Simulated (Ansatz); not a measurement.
Consider the ligand exchange at a Ga–F bond: `C[NH][Ga]([F])[Cl]` + H₂S → `C[NH][Ga]([SH])[Cl]` + H–F.

Computed with Ansatz on PBE0-D4/def2-TZVP structures; ΔE is electronic, products minus reactants. CCSD(T)/CBS adds triple-zeta CCSD(T) − MP2 to the extrapolated MP2 energy (def2 sets, frozen cores). This one scheme is used for every species. Functionals use def2-TZVPP. For Ga outer-core shells are correlated without core-valence functions, which leaves a few kJ/mol of doubt a bond. Scalar relativity is left out up to krypton. One conformer a species, not always the lowest.

```csv
level,ΔE (kJ/mol)
LDA (SPW92),-13.0
r2SCAN-D4,-3.9
PBE0-D4,-14.0
r2SCANh-D4,-5.8
CAM-B3LYP-D4,2.5
BLYP,9.0
CCSD(T)/def2-TZVPP,-5.6
MP2/CBS(def2),-18.1
```

What does CCSD(T)/CBS give? (An estimate is asked.)

Ansatz gave: -12.9 kJ/mol. The listed levels differ from it by -0.1, 9.0, -1.1, 7.1, 15.4, 21.9, 7.3, -5.2 kJ/mol.

What do rigid-rotor, harmonic-oscillator terms from PBE0-D4/def2-TZVP frequencies (298.15 K, 1 bar) make of the CCSD(T)/CBS value? (Estimate.)

The calculation gave: ΔZPE = +3.7 kJ/mol, ΔH = -7.8 kJ/mol, ΔS = -7 J/(mol·K), ΔG = -5.6 kJ/mol.

Largest T1 diagnostic among the species: 0.013.

At CCSD(T), def2-SVP lies +26.6 kJ/mol from the extrapolated value and def2-TZVPP +7.4 kJ/mol. Leaving LDA and LC-ωPBE aside and taking each functional with its dispersion term where it has one, the values, not all of them listed here, spread over 16.7 kJ/mol, from HSE06-D4 to CAM-B3LYP-D4. LDA lies −7.5 kJ/mol from PBE without D4. From PBE to PBE0 (25 % exact exchange), in def2-TZVPP and without D4, ΔE moves by −3.1 kJ/mol.

CCSD(T)/CBS has its own doubt, a few kJ/mol and more with outer-core shells, so smaller differences from it don't rank the levels.
